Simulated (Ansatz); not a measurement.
Reaction (silylene formation by 1,1-elimination): `N[SiH](F)[SiH2][SiH3]` → `F[SiH2][SiH3]` + `N[SiH]`

Calculated with Ansatz (gas phase, PBE0-D4/def2-TZVP geometries, no zero-point term in ΔE). CBS: MP2 limit from def2 TZ/QZ plus the TZ coupled-cluster correction, frozen cores. This one scheme is used for every species. Functionals use def2-TZVPP. B3LYP here is the variant with VWN-RPA as its local correlation; programs differ in this. One conformer a species, not always the lowest.

CCSD(T)/CBS gives +190.7 kJ/mol.

Another level gave +181.1 kJ/mol. Which?
A. PBE/def2-TZVPP
B. PBE0-D4/def2-TZVPP
C. CCSD/def2-TZVPP
D. B3LYP/def2-TZVPP

C. CCSD/def2-TZVPP 181.1, PBE0-D4 207.9, B3LYP 166.3, PBE 186.2 kJ/mol.

Largest T1 diagnostic among the species: 0.015.

In def2-TZVPP, CCSD(T) changes the Hartree–Fock value by +17.6 kJ/mol (the triples alone add +3.4 kJ/mol) and MP2 by +29.1 kJ/mol. From PBE to PBE0 (25 % exact exchange), in def2-TZVPP and without D4, ΔE moves by +11.4 kJ/mol.
